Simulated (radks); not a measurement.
Values are calculated unless marked as measured or tabulated.
Task: Neutral palladium, [Kr] 4d10. Level of theory: non-relativistic Kohn-Sham, exchange-only LDA, spin-polarised, spherical densities, point nucleus (a radial shooting solver on a logarithmic mesh with Libxc functionals). Every spin shell is full or empty, so the densities are truly spherical. Functionals are evaluated on that one density, not self-consistently. Rank these orbital-free kinetic functionals by their error against the exact value of the orbitals, and give that value: Thomas-Fermi, von Weizsacker, TF + vW/9, TF + vW/5, LC94, revAPBEK, LKT, DePristo-Kress, Ernzerhof.

Result: Exact: 4931.01 hartree. From best to worst, with 100 (|E| - |E exact|)/|E exact| (equal figures are ties): LC94 +0.06, DePristo-Kress -0.09, revAPBEK +0.31, Ernzerhof -0.40, TF + vW/9 -0.69, TF + vW/5 +3.10, Thomas-Fermi -5.43, LKT +19.77, von Weizsacker -57.33.
